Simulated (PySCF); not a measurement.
A structure optimised at PBE0-D3(BJ)/def2-SVPD, used in a PySCF frequency run:

```xyz
8

O     -1.2482     0.7206    -0.5427
S      0.0000     0.0000    -0.1704
O      0.0000    -1.4413    -0.5427
O      1.2482     0.7206    -0.5427
C      0.0000     0.0000     1.6361
H     -0.9027    -0.5212     1.9785
H      0.0000     1.0424     1.9785
H      0.9027    -0.5212     1.9785
```
Charge -1, spin multiplicity 1.

Q: Write its SMILES, formula and point group.

A: CS(=O)(=O)[O-], CH₃O₃S, C3v

Q: What are its rotational constants (standard atomic weights)?

A: 4.9072, 4.5866, 4.5866 GHz
